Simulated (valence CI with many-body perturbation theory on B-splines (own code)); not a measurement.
# Tl⁴⁷⁺ in brief

Method: relativistic CI+MBPT: six valence electrons over a frozen Dirac-Fock core [Ar] 3d10, radial functions for each j: 9 s, 9 p, 8 d, 6 f, 3 g, 1 h, with the one-electron correlation potential Σ1, the two-electron term Σ2, the three-electron term Σ3, Breit, model QED; selected CI, second order for the rest, scaled by the run's own slope (own B-spline code, finite nucleus).

No measured spectrum was set against this ion. As an estimate, large intervals hold to a few tenths of a per cent, small ones and those within an open d or f shell to about a per cent. Among the levels kept, up to 650 cm⁻¹ of a level comes from second order outside the variational space, and about a tenth of that is noise between levels of different J, which matters for small intervals.

Levels are named by their leading jj configuration (3d3/2^4 stands for four electrons in 3d with j = 3/2), which in mixed levels can hold well under half, so a name can repeat and another be missing.

Rates and lifetimes use the calculated energies. Strong lines usually hold to 10 to 20 %, long lifetimes can be off by a factor of two.

(1) What is the ground level?

(2) What are the static dipole polarisabilities of the lowest levels?

(3) How well does LS coupling describe the low levels?

(4) Among levels below 398.11 eV, which E1 lines absorb most strongly from the ground level?

(5) What is the ionisation energy?

(6) Name the longest-lived excited levels whose lifetime is computed, and their main decay.

(7) Where does the other parity begin?

## Answers

(1) (4s^2 4p1/2^2 4p3/2^2) J=2, composition 68 % 4s²4p⁴ ³P + 31 % 4s²4p⁴ ¹D, g = 1.339.

(2) (4s^2 4p1/2^2 4p3/2^2) J=2 0.0244 (tensor 0.00010); (4s^2 4p1/2^2 4p3/2^2) J=0 0.0244 bohr³, of which the core gives 0.00132.

(3) Among the lowest 20 levels the leading LS term, summed over configurations, holds 52 % on average. For single configurations the figures are 51 % in LS and 96 % in jj coupling. Terms mix most in the J = 3 level at 183.16 eV, where the leading one holds 28 %.

(4) to (4s^2 4p1/2 4p3/2^2 4d3/2) J=3 at 3.546 nm, f = 0.712; to (4s^2 4p1/2 4p3/2^2 4d3/2) J=2 at 3.533 nm, f = 0.572; to (4s^2 4p1/2^2 4p3/2 4d5/2) J=3 at 5.422 nm, f = 0.434.

(5) 2576.1 eV; NIST lists 2574 ± 4 eV (theoretical).

(6) (4s^2 4p1/2^2 4p3/2^2) J=0 at 10.13 eV lives 144 ms, mostly by E2 to (4s^2 4p1/2^2 4p3/2^2) J=2; (4s^2 4p1/2^2 4p3/2 4d5/2) J=4 at 212.88 eV lives 5.61 μs, mostly by M1 to (4s^2 4p1/2^2 4p3/2 4d3/2) J=3; (4s^2 4p1/2^2 4p3/2 4d3/2) J=0 at 182.02 eV lives 662 ns, mostly by E1 to (4s^2 4p1/2 4p3/2^3) J=1.

(7) At (4s^2 4p1/2^2 4p3/2 4d3/2) J=2, 178.63 eV.
